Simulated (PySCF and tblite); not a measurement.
Results of a calculation; reference values are marked as such.
Stationary points of C5H4O3S at GFN2-xTB, in Å:

Structure A

```
 1 O    -2.509   -1.585   -0.307
 2 C    -2.034   -0.538    0.034
 3 O    -2.813    0.517    0.327
 4 C    -0.579   -0.322    0.161
 5 C     0.371   -1.276   -0.092
 6 O     1.601   -0.785    0.109
 7 C     1.456    0.499    0.496
 8 S     2.897    1.426    0.839
 9 C     0.140    0.850    0.550
10 H    -2.300    1.294    0.586
11 H     0.276   -2.294   -0.408
12 H     3.724    0.419    0.566
13 H    -0.232    1.814    0.830
```

Structure B

```
 1 O    -2.525   -1.477   -0.583
 2 C    -1.982   -0.446   -0.307
 3 O    -2.682    0.726   -0.158
 4 C    -0.530   -0.297   -0.161
 5 C     0.401   -1.293   -0.314
 6 O     1.635   -0.816   -0.115
 7 C     1.513    0.500    0.168
 8 S     2.971    1.409    0.485
 9 C     0.206    0.883    0.159
10 H    -2.894    0.910    0.761
11 H     0.293   -2.330   -0.557
12 H     3.775    0.366    0.288
13 H    -0.182    1.864    0.336
```

Structure C

```
 1 O    -2.539   -1.388   -0.126
 2 C    -1.944   -0.376    0.149
 3 O    -2.568    0.774    0.436
 4 C    -0.486   -0.255    0.209
 5 C     0.413   -1.260   -0.033
 6 O     1.666   -0.811    0.108
 7 C     1.584    0.496    0.445
 8 S     3.076    1.369    0.700
 9 C     0.286    0.901    0.524
10 H    -3.529    0.650    0.386
11 H     0.271   -2.288   -0.302
12 H     3.846    0.314    0.443
13 H    -0.081    1.874    0.769
```

Geometries: GFN2-xTB; energies: revPBE/pcSseg-1 + D3(BJ); zero-point and thermal terms from GFN2-xTB harmonic modes (soft modes blended into free rotors).

Which structure is a saddle point, and along which motion?

B: one imaginary mode (588i cm⁻¹ at GFN2-xTB, mostly on H10), along the rotation about the C2–O3 bond (torsion O1–C2–O3–H from 0° to 180°, rising).

Give their symmetry and energies above the lowest.

A Cs, 5.8 kcal/mol; B C1, 12.5 kcal/mol; C Cs, 0.0 kcal/mol.
